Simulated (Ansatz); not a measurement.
Stepwise reaction of `C[S][Cd][S]C` with water, as a gas-phase model of exchange steps in deposition or etching. ΔE in kJ/mol.

Computed with Ansatz on PBE0-D4/def2-TZVP structures; ΔE is electronic, products minus reactants. CBS: MP2 limit from def2 TZ/QZ plus the TZ coupled-cluster correction, frozen cores. This one scheme is used for every species. DFT in def2-TZVPP. B3LYP here is the variant with VWN-RPA as its local correlation; programs differ in this. Elements past krypton have def2 core potentials. For Cd outer-core shells are correlated without core-valence functions, which leaves a few kJ/mol of doubt a bond. One conformer a species, not always the lowest.

```
step                                       reaction  PBE-D4  B3LYP-D4  ωB97M-V  CCSD(T)/CBS
   1  `C[S][Cd][S]C` + H₂O → `C[S][Cd][OH]` + CH₃SH    71.7      71.6     72.1         75.7
```

Problem. Give the row of step 2, `C[S][Cd][OH]` + H₂O → `[OH][Cd][OH]` + CH₃SH. (An estimate is asked.)

Solution. Ansatz gave: 
| step | reaction | PBE-D4 | B3LYP-D4 | ωB97M-V | CCSD(T)/CBS |
| --- | --- | --- | --- | --- | --- |
| 2 | `C[S][Cd][OH]` + H₂O → `[OH][Cd][OH]` + CH₃SH | 75.8 | 75.3 | 76.5 | 79.5 |

Problem. By hand: ΔE of the 2 steps together at CCSD(T)/CBS.

Solution. (75.7) + (79.5) = 155.2 kJ/mol, or 77.6 kJ/mol a step.

In ΔE the steps differ by no more than 3.8 kJ/mol. All are uphill at CCSD(T)/CBS. PBE-D4 differs from CCSD(T)/CBS by -4.0 to -3.7 kJ/mol a step. Isolated molecules leave out the surface, adducts and barriers. Largest T1 diagnostic: 0.017.
